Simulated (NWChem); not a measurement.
System: MoO2BrCl; SMILES [O]=[Mo](=[O])([Cl])[Br]

No frequency run checked for a minimum. def2 effective core potentials on Mo; no spin-orbit coupling.

Give the equilibrium geometry at PBE0/def2-SVP with def2 effective core potentials on Mo (NWChem) as a Z-matrix, with the point group.

point group Cs; any orientation.
```
Mo
O 1 1.6601
O 1 1.6601 2 106.48
Cl 1 2.2581 2 109.70 3 -118.64
Br 1 2.4013 2 109.29 3 117.94
```
